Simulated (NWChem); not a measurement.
Species: ZnHOF; SMILES [OH][Zn][F]

```xyz
4

Zn     0.0061    -0.0138     0.0000
F     -0.0256    -1.7488     0.0000
O     -0.0896     1.7453     0.0000
H      0.7636     2.1907     0.0000
```
Atoms are numbered in this order, from 1.

All runs use the structure optimised with PBE0/def2-SVP.

Symmetry labels are those of Cs in the frame above (b1 and b2, or b-type labels, depend on it).

Question: List the 4 lowest vertical singlet excitations from CAM-B3LYP/def2-SVPD, TDA (NWChem).

Answer: 
| state | energy (eV) | oscillator strength | symmetry | leading excitation (squared amplitude) |
|---|---|---|---|---|
| S1 | 5.74 | 0.027 | a" | HOMO → LUMO (0.96) |
| S2 | 6.83 | 0.062 | a' | HOMO−1 → LUMO (0.82) |
| S3 | 7.47 | 0.012 | a" | HOMO → LUMO+1 (0.68) |
| S4 | 7.50 | 0.041 | a' | HOMO−2 → LUMO (0.87) |
